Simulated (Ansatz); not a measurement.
System: ethenyl(trifluoro)silane, C2H3F3Si, net charge 0, singlet state. SMILES: C=C[Si](F)(F)F
Coordinates optimised at B3LYP-D3(BJ)/def2-TZVP (Ansatz, a program for electronic structure):
```xyz
9

C      2.3802    -0.3727    -0.1325
C      1.3690     0.0526     0.6229
Si    -0.3607     0.0621     0.0347
F     -0.4527    -0.4910    -1.4463
F     -1.3024    -0.8316     0.9415
F     -0.9844     1.5176     0.0445
H      2.2277    -0.7374    -1.1416
H      3.4029    -0.3737     0.2275
H      1.5783     0.4080     1.6280
```

Quantity: vertical triplet-singlet gap (E(triplet) - E(singlet); each state is the SCF solution reached for its spin), in kcal/mol. Valence correlation only, unless marked. UHF or UKS for open shells. No spin-orbit coupling. No relativistic terms. CBS marks a two-point X^-3 extrapolation of the correlation energy; Hartree-Fock from the larger set. [CCSD(T)-MP2]/basis is that difference in the basis named.

RI-MP2/CBS(aug-cc-pV(T+d)Z,aug-cc-pV(Q+d)Z)+[CCSD(T)-MP2]/aug-cc-pV(T+d)Z (Ansatz) gives 103.8 kcal/mol.

Problem. Another calculation gave 99.7 kcal/mol. Which level was it?
A) PBE0/def2-TZVPD (Ansatz)
B) B3LYP/def2-TZVPD (Ansatz)
C) wB97M-V/def2-TZVPD (Ansatz)
D) r2SCAN/def2-TZVPD (Ansatz)

Solution. B, B3LYP/def2-TZVPD (Ansatz). The others give 93.4 (r2SCAN), 102.7 (wB97M-V), 96.0 (PBE0) kcal/mol.
